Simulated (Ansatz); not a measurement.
Basis-set extrapolation for `N[SiH2]O[SiH](N)F` (PBE0-D4/def2-TZVP geometry, frozen core, Ansatz). Multiplicity 1, RHF reference.

```csv
,def2-TZVPP,def2-QZVPP
HF,-865.555210,-865.589063
MP2 correlation,-1.150982,-1.245237
CCSD(T) correlation,-1.230357,not run
```

Energies in hartree. Use E(X) = E(∞) + A·exp(−7.88·√X) for Hartree–Fock and E(X) = E(∞) + B·X^(−2.97) for correlation, with X = 3 and 4, and add CCSD(T) minus MP2 of the smaller set to the MP2 limit.

Q: What is the CCSD(T) energy at the basis-set limit?

A: HF limit: -865.589063 + (-0.033853) × 0.13774 = -865.59373. MP2 limit: -1.245237 + (-0.094255) × 0.74074 = -1.31506. Higher-order term: -1.230357 − (-1.150982) = -0.07937. Total: -866.98816 hartree, 5.51 eV below CCSD(T)/def2-TZVPP.
